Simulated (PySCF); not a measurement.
# Electronic structure of Ru⁺ (ruthenium, charge +1) at the CAM-B3LYP level

Configuration: [Kr] 4d6 5s1, high-spin 6D determinant (an excited configuration). Computed with PySCF 2.14 in aug-cc-pwCVDZ-PP with ECP28MDF (6s6p5d3f, 70 functions), with scalar relativity through the core potential.

* Total energy: -94.1290 hartree
* One-electron energy: -158.5168 hartree
* Hartree (Coulomb) energy: 74.1596 hartree
* Exchange-correlation energy: -9.7717 hartree
* ⟨S²⟩: 8.7512
* ⟨L²⟩: 6.010
* Sum of ⟨r⟩: 21.29 bohr
* Sum of ⟨r²⟩: 38.37 bohr²
* Traceless quadrupole moment −½Σ⟨3z² − r²⟩ along its main axis: 0.793 e·bohr²

```tsv
shell	electrons	mean orbital energy (hartree)	spread (hartree)	rms radius, mean of both spins (bohr)
4s α	1	-3.50239	0	1.09
4s β	1	-3.36120	0	1.09
4p α	3	-2.35620	0.04991	1.21
4p β	3	-2.19703	0.00615	1.21
4d α	5	-0.71995	0.05447	1.71
4d β	1	-0.61406	0	1.71
5s α	1	-0.52622	0	3.09
```

Energies and moments cover only the electrons outside the core potential.
